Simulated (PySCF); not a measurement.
# Trend along group 11: MBr molecules

PBE with triple-zeta basis sets in PySCF, for the lowest determinant that a PBE0 search found; no spin–orbit coupling. De refers to high-spin ground-configuration atoms. A positive dipole means M(−)Br(+).

```csv
M,basis,state (unpaired electrons),Re (Å),ωe (cm⁻¹),De (eV),μ (D)
Cu,x2c-TZVPPall,singlet (closed shell),2.178,310,3.40,-3.79
Ag,x2c-TZVPPall,singlet (closed shell),2.412,237,2.92,-4.60
Au,def2-TZVPP,singlet (closed shell),2.353,248,2.81,-2.87
```

The shortest bond is that of CuBr (2.178 Å), the longest that of AgBr (2.412 Å).

The rows differ in basis set, which adds steps of its own.

Down a group the atoms grow and get heavier, so bonds lengthen and wavenumbers fall; the exceptions here are the shorter bond at Au and the higher wavenumber at Au. Relativity and the filled 4f shell contract the atoms of the sixth period.

These are scalar-relativistic numbers at best; spin–orbit coupling would shift them, the dissociation energy most.
